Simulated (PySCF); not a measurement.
H5AlGeO2, singlet, at a GFN2-xTB geometry (such geometries of metal compounds can be far from the true shape); CASSCF(6,7)/STO-3G run with PySCF.

The PySCF input:
```python
from pyscf import gto, scf, mcscf
import numpy

mol = gto.Mole()
mol.atom = '''
    Al   -0.99672151    0.16233974    0.43730740
    Ge    1.17852362   -0.18790734   -0.52221521
    H     1.50984562   -1.60057098   -0.92944863
    H     1.48876674    0.57936140   -1.77988670
    H     2.35660471    0.15540668    0.35240320
    O    -1.25466409   -0.64014137    1.85115305
    H    -1.44309914   -1.08437078    2.66544262
    O    -2.00337986    1.15627435   -0.40324004
    H    -2.60314257    1.72372798   -0.86592429
'''
mol.basis = 'sto-3g'
mol.verbose = 4
mol.build()

mf = scf.RHF(mol)
mf.kernel()
mc = mcscf.CASSCF(mf, 7, 6)
mc.fix_spin_(ss=0.0)
mc.kernel()
occ = numpy.linalg.eigvalsh(mc.fcisolver.make_rdm1(mc.ci, mc.ncas, mc.nelecas))[::-1]
ss = mc.fcisolver.spin_square(mc.ci, mc.ncas, mc.nelecas)[0]
print('natural occupations', occ.round(4), ' <S^2>', round(ss, 4))
```

Q: What does PySCF print? Leave out banner, timings and long lists.

A: 
```
PySCF version 2.14.0

[INPUT] verbose = 4
[INPUT] num. atoms = 9
[INPUT] num. electrons = 66
[INPUT] charge = 0
[INPUT] spin (= nelec alpha-beta = 2S) = 0
[INPUT] symmetry False subgroup None
[INPUT] Mole.unit = angstrom
[INPUT] Symbol           X                Y                Z      unit          X                Y                Z       unit  Magmom
[...]
nuclear repulsion = 320.312956876684
number of shells = 24
number of NR pGTOs = 126
number of NR cGTOs = 42
basis = sto-3g
ecp = {}

******** <class 'pyscf.scf.hf.RHF'> ********
method = RHF
initial guess = minao
damping factor = 0
level_shift factor = 0
DIIS = <class 'pyscf.scf.diis.CDIIS'>
diis_start_cycle = 1
diis_space = 8
diis_damp = 0
SCF conv_tol = 1e-09
SCF conv_tol_grad = None
SCF max_cycles = 50
direct_scf = True
direct_scf_tol = 1e-13
Set gradient conv threshold to 3.16228e-05
Initial guess from minao.
init E= -2438.69031398779
[...]
cycle= 1 E= -2441.23465249139  delta_E= -2.54  |g|= 0.687  |ddm|= 3.44
[...]
cycle= 2 E= -2441.39932883967  delta_E= -0.165  |g|= 0.114  |ddm|=  1.1
[...]
cycle= 3 E= -2441.40415889754  delta_E= -0.00483  |g|= 0.0228  |ddm|= 0.191
[...]
cycle= 4 E= -2441.40439460551  delta_E= -0.000236  |g|= 0.00394  |ddm|= 0.0412
[...]
cycle= 5 E= -2441.40440373533  delta_E= -9.13e-06  |g|= 0.000398  |ddm|= 0.0102
[...]
cycle= 6 E= -2441.40440383833  delta_E= -1.03e-07  |g|= 7.01e-05  |ddm|= 0.00105
[...]
cycle= 7 E= -2441.40440384222  delta_E= -3.89e-09  |g|= 1.24e-05  |ddm|= 0.000222
[...]
cycle= 8 E= -2441.40440384236  delta_E= -1.37e-10  |g|= 2.48e-06  |ddm|= 4.5e-05
[...]
Extra cycle  E= -2441.40440384236  delta_E= -5e-12  |g|= 9.79e-07  |ddm|= 6.15e-06
converged SCF energy = -2441.40440384236

******** <class 'pyscf.mcscf.mc1step.CASSCF'> ********
CAS (3e+3e, 7o), ncore = 30, nvir = 5
max_cycle_macro = 50
max_cycle_micro = 4
conv_tol = 1e-07
conv_tol_grad = None
orbital rotation max_stepsize = 0.02
orbital rotation threshold for CI restart = 0.01
augmented hessian ah_max_cycle = 30
augmented hessian ah_conv_tol = 1e-12
augmented hessian ah_linear dependence = 1e-14
augmented hessian ah_level shift = 1e-08
augmented hessian ah_start_tol = 2.5
augmented hessian ah_start_cycle = 3
augmented hessian ah_grad_trust_region = 3
kf_trust_region = 3
kf_interval = 4
ci_response_space = 4
ci_grad_trust_region = 3
with_dep4 0
natorb = False
canonicalization = True
sorting_mo_energy = False
ao2mo_level = 2
internal_rotation = False
[...]
CASCI E = -2441.40960215910  S^2 = 0.0000000
[...]
               |grad[o]|=0.00151  |grad[c]|=0.00306  |ddm|=0.0016  |maxRot[o]|=0.0507
macro iter  36 ( 12 JK    3 micro), CASSCF E = -2441.44490898459  dE = -2.70579289e-04  S^2 = 0.0000000
               |grad[o]|=0.00274  |grad[c]|=0.00135  |ddm|=0.000858  |maxRot[o]|=0.0387
macro iter  37 ( 21 JK    4 micro), CASSCF E = -2441.44491169825  dE = -2.71365616e-06  S^2 = 0.0000000
               |grad[o]|=0.00176  |grad[c]|=0.00388  |ddm|=0.000523  |maxRot[o]|=0.00622
macro iter  38 ( 17 JK    4 micro), CASSCF E = -2441.44491325467  dE = -1.55642192e-06  S^2 = 0.0000000
               |grad[o]|=0.00178  |grad[c]|=0.00374  |ddm|=0.000316  |maxRot[o]|=0.00416
macro iter  39 (  6 JK    2 micro), CASSCF E = -2441.44507407113  dE = -1.60816458e-04  S^2 = 0.0000000
               |grad[o]|=0.00177  |grad[c]|=0.00198  |ddm|=0.000546  |maxRot[o]|=0.0422
macro iter  40 ( 12 JK    4 micro), CASSCF E = -2441.44506677995  dE =  7.29117528e-06  S^2 = 0.0000000
               |grad[o]|=0.000696  |grad[c]|=0.00162  |ddm|=0.000236  |maxRot[o]|=0.0161
macro iter  41 ( 18 JK    4 micro), CASSCF E = -2441.44508099261  dE = -1.42126587e-05  S^2 = 0.0000000
               |grad[o]|=0.000888  |grad[c]|=0.00143  |ddm|=0.000175  |maxRot[o]|=0.0107
macro iter  42 ( 13 JK    4 micro), CASSCF E = -2441.44508174989  dE = -7.57277576e-07  S^2 = 0.0000000
               |grad[o]|=0.000697  |grad[c]|=0.00166  |ddm|=0.000146  |maxRot[o]|=0.00649
macro iter  43 ( 10 JK    3 micro), CASSCF E = -2441.44510537913  dE = -2.36292444e-05  S^2 = 0.0000000
               |grad[o]|=0.000707  |grad[c]|=0.00192  |ddm|=0.000125  |maxRot[o]|=0.0206
macro iter  44 (  3 JK    1 micro), CASSCF E = -2441.44510602600  dE = -6.46864919e-07  S^2 = 0.0000000
               |grad[o]|=0.000117  |grad[c]|=0.000332  |ddm|=6.48e-05  |maxRot[o]|=0.0029
macro iter  45 (  4 JK    1 micro), CASSCF E = -2441.44510610661  dE = -8.06148819e-08  S^2 = 0.0000000
               |grad[o]|=3.5e-05  |grad[c]|=0.000189  |ddm|=2.21e-05  |maxRot[o]|=0.00205
1-step CASSCF converged in  45 macro (662 JK 149 micro) steps
CASSCF canonicalization
Density matrix diagonal elements [1.97727045 1.98203918 1.98325441 0.01160845 0.01378489 0.02305288
 0.00898973]
CASSCF energy = -2441.44510610661
CASCI E = -2441.44510610661  E(CI) = -6.98144960363652  S^2 = 0.0000000
natural occupations [1.9852 1.9817 1.9758 0.0237 0.0181 0.013  0.0025]  <S^2> 0.0
```
